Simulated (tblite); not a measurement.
Species: C₂H₁₂Si₄.
Z-matrix (Å and degrees, GFN2-xTB geometry), rows numbered from 1:
```
C 
Si  1  1.9072
Si  2  2.3344  1  111.60
C   3  1.9140  2  103.84  1  -138.39
Si  4  1.9144  3  115.98  2    38.54
Si  5  2.3251  4  104.16  3   -39.89
H   1  1.0863  2  111.60  3   -61.98
H   1  1.0861  2  111.41  3   177.78
H   1  1.0864  2  111.09  3    57.92
H   2  1.4783  1  104.85  3   122.33
H   3  1.4706  2  117.90  1   102.34
H   3  1.4717  2  113.94  1   -21.59
H   4  1.0919  3  107.69  2   -82.01
H   4  1.0891  3  109.71  2   163.61
H   5  1.4709  4  107.64  3    80.79
H   5  1.4703  4  108.19  3  -165.81
H   6  1.4706  2  114.49  1    -3.14
H   6  1.4705  2  114.03  1  -121.52
```

Computed with GFN2-xTB (tblite): harmonic, unscaled wavenumbers at the GFN2-xTB geometry, gas phase. Against measured fundamentals such values can be off by several per cent, at times by over 20. Modes of hydrogen on silicon can be 10 to 20 % off. One conformer, not necessarily the lowest.

Harmonic wavenumbers (cm⁻¹): 38.8, 102.7, 124.3, 128.4, 142.3, 186.2, 235.3, 321.7, 367.3, 386.4, 396.3, 422.2, 446.0, 491.8, 505.6, 533.6, 544.8, 583.1, 598.1, 616.3, 650.0, 686.6, 734.1, 744.9, 788.3, 804.6, 806.8, 814.9, 824.5, 845.4, 1016.8, 1130.1, 1372.4, 1470.8, 1496.2, 1497.0, 2097.2, 2156.7, 2162.9, 2169.3, 2180.9, 2183.1, 2187.5, 2954.1, 2985.8, 3029.9, 3031.8, 3036.1.

A = 1787, B = 1246, C = 822.8 MHz; mass 148.002 u (most abundant isotopes); point group C1, symmetry number 1.

**Question.** Zero-point energy?

**Answer.** ½Σν̃ = 26515 cm⁻¹ = 317.19 kJ/mol.

**Question.** What is S at 273.15 K and 1 bar for an ideal gas of classical rigid rotors and harmonic oscillators?

**Answer.** Translation 169.36, rotation 122.55, vibration 129.12: S = 421.0 J/(mol K).

**Question.** And Cp and H(273.15 K) − H(0)?

**Answer.** Cp = 181.84 J/(mol K), of which vibrations give 148.58 (their classical limit is 48 R = 399.1); H(273.15 K) − H(0) = 28.69 kJ/mol without the zero-point energy, 19.60 from vibrations.

**Question.** Which modes carry the vibrational entropy at 273.15 K?

**Answer.** 38.8 cm⁻¹: 21.53; 102.7 cm⁻¹: 13.52; 124.3 cm⁻¹: 11.98; 128.4 cm⁻¹: 11.72; 142.3 cm⁻¹: 10.90; 186.2 cm⁻¹: 8.80 J/(mol K); the other 42 give 50.65 together.

**Question.** Blend soft modes into free rotors: weight 1/[1 + (100 cm⁻¹/ν̃)⁴] for the oscillator and the rest for a rotor with moment μB/(μ + B), μ = h/(8π²ν), B = 10⁻⁴⁴ kg m². What vibrational entropy results?

**Answer.** 121.54 J/(mol K) in place of 129.12, which changes −T·S at 273.15 K by +2.07 kJ/mol.

**Question.** What must be added to the electronic energy to get the Gibbs energy at 273.15 K and 1 bar?

**Answer.** ZPE + [H(273.15 K) − H(0)] − T·S = 317.19 + 28.69 − 115.00 = 230.88 kJ/mol.

Hindered rotation and anharmonicity are outside this model. Other conformers, if any are populated, would add a mixing term that is left out. The structure is chiral; the term R ln 2 for an equal mix with its mirror image is left out.

On Arm Neoverse N1, one thread (shared host), this took 1.4 s of wall time. The figure is for the frequency step alone.
